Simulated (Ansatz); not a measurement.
Species: C$_{2}$H$_{6}$OSi, SMILES `C=[SiH]CO` (C–Si–C–O torsion -4°, Si–C–O–H torsion -49°) (charge 0, multiplicity 1).

Give a relaxed geometry from B3LYP-D3(BJ)/def2-TZVP (Ansatz, a quantum-chemistry and plane-wave program).

This is not unique; one that fits is the end point of this relaxation, one of several conformers (outside a Z-matrix the atoms follow the SMILES, hydrogens last).
Bond lengths (Å): C1–Si2 1.700, C1–H5 1.082, C1–H6 1.082, Si2–C3 1.891, Si2–H7 1.477, C3–O4 1.425, C3–H8 1.093, C3–H9 1.099, O4–H10 0.964. Bond angles (°): Si2–C1–H5 122.1, Si2–C1–H6 122.4, H5–C1–H6 115.4, C1–Si2–C3 122.1, C1–Si2–H7 122.7, C3–Si2–H7 115.0, Si2–C3–O4 112.9, Si2–C3–H8 110.0, Si2–C3–H9 109.6, O4–C3–H8 106.3, O4–C3–H9 111.7, H8–C3–H9 106.0, C3–O4–H10 108.9.
